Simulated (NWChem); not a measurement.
# AlH₂S₂F; SMILES [F][Al]([SH])[SH]

```xyz
6

Al    -0.3639    -0.0137     0.0000
F     -2.0252     0.0281     0.0000
S      0.7249     1.8659     0.0000
H     -0.4144     2.5949     0.0000
S      0.6201    -1.9459     0.0000
H      1.8529    -1.3891     0.0000
```
Atoms are numbered in this order, from 1.

The geometry was optimised at PBE0/def2-SVP.

Symmetry labels are those of Cs in the frame above (b1 and b2, or b-type labels, depend on it).

Q: List the 6 lowest vertical singlet excitations from BHandHLYP/6-31+G* (spherical d), full TDDFT (NWChem).

A: 
```
state  energy (eV)  oscillator strength  symmetry  leading excitation (squared amplitude)
-----  -----------  -------------------  --------  --------------------------------------
S1            5.80                0.000        a"                      HOMO → LUMO (0.92)
S2            6.40                0.131        a"                    HOMO−1 → LUMO (0.72)
S3            6.48                0.019        a"                    HOMO → LUMO+2 (0.33)
S4            6.66                0.003        a"                  HOMO−1 → LUMO+2 (0.29)
S5            6.67                0.021        a'                    HOMO → LUMO+1 (0.78)
S6            7.26                0.019        a'                  HOMO−1 → LUMO+1 (0.88)
```
